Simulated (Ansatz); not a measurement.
`OCBBr` and `OBCO` differ in one atom or group.

Ansatz, PBE0-D4/def2-TZVP geometries, multiplicity 1. Each molecule was computed in one conformer, which needn't be the lowest.

Scalar relativity is left out up to krypton.

```json
{"property": "size of the dipole moment (B3LYP/def2-TZVPP) / D", "`OCBBr`": "1.26"}
{"property": "size of the dipole moment (ωB97M-V/def2-TZVPP) / D", "`OCBBr`": "1.27"}
{"property": "HOMO–LUMO gap (PBE0/def2-TZVPP) / eV", "`OCBBr`": "6.49"}
{"property": "LUMO energy (PBE0/def2-TZVPP) / eV", "`OCBBr`": "-1.65"}
{"property": "LUMO energy (PBE/def2-TZVPP) / eV", "`OCBBr`": "-2.59"}
{"property": "HOMO energy (PBE/def2-TZVPP) / eV", "`OCBBr`": "-6.47"}
```

(1) What does the change do to each property? (An estimate is asked.)

Answers

(1) Computed: 
```json
{"property": "size of the dipole moment (B3LYP/def2-TZVPP) / D", "`OBCO`": "3.01", "shift": "1.75"}
{"property": "size of the dipole moment (ωB97M-V/def2-TZVPP) / D", "`OBCO`": "3.03", "shift": "1.76"}
{"property": "HOMO–LUMO gap (PBE0/def2-TZVPP) / eV", "`OBCO`": "7.56", "shift": "1.07"}
{"property": "LUMO energy (PBE0/def2-TZVPP) / eV", "`OBCO`": "-0.10", "shift": "1.55"}
{"property": "LUMO energy (PBE/def2-TZVPP) / eV", "`OBCO`": "-1.11", "shift": "1.48"}
{"property": "HOMO energy (PBE/def2-TZVPP) / eV", "`OBCO`": "-5.99", "shift": "0.48"}
```

With PBE0 the HOMO rises by 0.47 eV and the LUMO rises by 1.55 eV, so the gap widens by about 1.08 eV. PBE moves the HOMO by 0.48 eV and ωB97M-V by 0.47 eV. The zero-point energy changes by 39.7 kJ/mol with +3 modes. Dipoles are sizes alone; their direction can turn.

B3LYP here is the variant with VWN-RPA as its local correlation; programs differ in this.

Spin–orbit coupling is left out; it splits and shifts lone-pair levels of the heavy atoms by tenths of an eV.
